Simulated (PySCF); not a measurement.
**Vertical excitation energies**

Compound: C₈H₈S.
SMILES: `C=Cc1ccccc1S`

Theory: TDDFT B3LYP/def2-SVPD, vertical, gas phase, core orbitals frozen in the response in PySCF. One conformer (not necessarily the lowest) at the PBE0-D3(BJ)/def2-SVP geometry, without solvent, vibrations or thermal averaging. Torsions of this conformer, `[CH2:1]=[CH:2][c:3]1[cH:4][cH:5][cH:6][cH:7][c:8]1[SH:9]`: C1–C2–C3–C4 35°, H–S9–C8–C7 -139°.

```json
{"state": "S1", "E (eV)": "4.25", "E (hartree)": "0.1562", "f": "0.067", "|μ| (D)": "2.04", "main configurations (H = HOMO, L = LUMO)": "H→L (80%), H-1→L (11%)"}
{"state": "S2", "E (eV)": "4.81", "E (hartree)": "0.1767", "f": "0.110", "|μ| (D)": "2.45", "main configurations (H = HOMO, L = LUMO)": "H→L+1 (52%), H-1→L (29%), H→L (12%)"}
{"state": "S3", "E (eV)": "5.20", "E (hartree)": "0.1909", "f": "0.297", "|μ| (D)": "3.88", "main configurations (H = HOMO, L = LUMO)": "H-1→L (55%), H→L+1 (29%)"}
{"state": "S4", "E (eV)": "5.46", "E (hartree)": "0.2007", "f": "0.044", "|μ| (D)": "1.46", "main configurations (H = HOMO, L = LUMO)": "H-1→L+1 (45%), H-2→L (17%), H→L+2 (16%)"}
{"state": "S5", "E (eV)": "5.53", "E (hartree)": "0.2031", "f": "0.021", "|μ| (D)": "1.01", "main configurations (H = HOMO, L = LUMO)": "H→L+2 (66%), H-1→L+1 (14%), H-2→L (9%)"}
{"state": "S6", "E (eV)": "5.73", "E (hartree)": "0.2107", "f": "0.014", "|μ| (D)": "0.80", "main configurations (H = HOMO, L = LUMO)": "H→L+3 (81%), H→L+2 (10%)"}
{"state": "S7", "E (eV)": "5.90", "E (hartree)": "0.2170", "f": "0.048", "|μ| (D)": "1.46", "main configurations (H = HOMO, L = LUMO)": "H-2→L (46%), H→L+4 (31%), H-1→L+1 (13%)"}
{"state": "S8", "E (eV)": "6.07", "E (hartree)": "0.2231", "f": "0.046", "|μ| (D)": "1.41", "main configurations (H = HOMO, L = LUMO)": "H→L+4 (34%), H-3→L (25%), H-2→L (9%)"}
{"state": "S9", "E (eV)": "6.20", "E (hartree)": "0.2277", "f": "0.027", "|μ| (D)": "1.07", "main configurations (H = HOMO, L = LUMO)": "H-1→L+2 (74%)"}
{"state": "S10", "E (eV)": "6.35", "E (hartree)": "0.2334", "f": "0.0089", "|μ| (D)": "0.61", "main configurations (H = HOMO, L = LUMO)": "H-1→L+3 (22%), H-3→L (22%), H→L+4 (20%)"}
```

Triplets, Tamm–Dancoff:

```tsv
state	E (eV)	λ (nm)	main configurations (H = HOMO, L = LUMO)
T1	3.28	378.3	H→L (67%), H-1→L (23%)
T2	3.96	312.8	H-1→L (64%), H→L (21%)
T3	4.08	304.1	H→L+1 (62%), H-1→L+1 (17%)
T4	4.52	274.1	H-1→L+1 (52%), H→L+1 (22%), H-3→L (10%)
```

The lowest singlet comes at 292 nm (410 kJ/mol) in the ultraviolet; it is of moderate strength; its leading configuration is HOMO→LUMO (80%). The most intense listed level is S3 at 5.20 eV (239 nm, f = 0.297), 0.95 eV above S1. Löwdin shares by element: HOMO sulfur 36%, carbon 32% or more (atoms not listed hold the other 32%); LUMO carbon 57% or more (atoms not listed hold the other 43%). Orbital energies (eV): HOMO-3 -8.39, HOMO-2 -7.98, HOMO-1 -6.86, HOMO -6.32, LUMO -1.43, LUMO+1 -0.72, LUMO+2 0.17. Weighted by f, the mean energy of these states is 5.24 eV. The listed states span 2.10 eV, and the widest gap between neighbours is 0.56 eV (S1 to S2). No computed singlet lies in the visible range (380 to 750 nm); the lowest, at 292 nm, stands 0.99 eV above its violet end (3.26 eV). The vertical ionisation energy (ΔSCF) is 8.15 eV, 1.80 eV above S10. Singlets were solved by full linear response, triplets in the Tamm–Dancoff approximation.

The run took 4.4 min of wall time on an Arm Neoverse V1 with one thread, no GPU (shared host).
